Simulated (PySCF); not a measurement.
LiSb⁻ at CAM-B3LYP

Computed with CAM-B3LYP; Li aug-cc-pVDZ, Sb aug-cc-pVDZ-PP with ECP28; scalar-relativistic core potentials (PySCF 2.14).

```
state                                                                                                              : ²Π (doublet), unpaired electrons π ↑
bond length                                                                                                        : 2.511 Å
harmonic wavenumber                                                                                                : 422 cm⁻¹
force constant                                                                                                     : 0.697 mdyn/Å
rotational constant Be                                                                                             : 0.4033 cm⁻¹
anharmonicity ωexe                                                                                                 : 5.73 cm⁻¹
vibration–rotation constant αe                                                                                     : 0.00492 cm⁻¹
well depth De to Li + Sb⁻                                                                                          : 1.36 eV
dissociation energy D0                                                                                             : 1.33 eV
bond order (Mayer)                                                                                                 : 1.72
dipole moment (positive dipole points towards Sb; it is taken about the centre of mass and depends on that origin) : -2.22 D
```

Spin–orbit coupling is left out, which matters for elements this heavy, above all for dissociation energies. For an ion De counts to the pair picked by the measured ionisation energies or electron affinities, which need not be the lowest pair at this level. The state is the lowest determinant that a PBE0 search found; another state may lie lower at other levels.
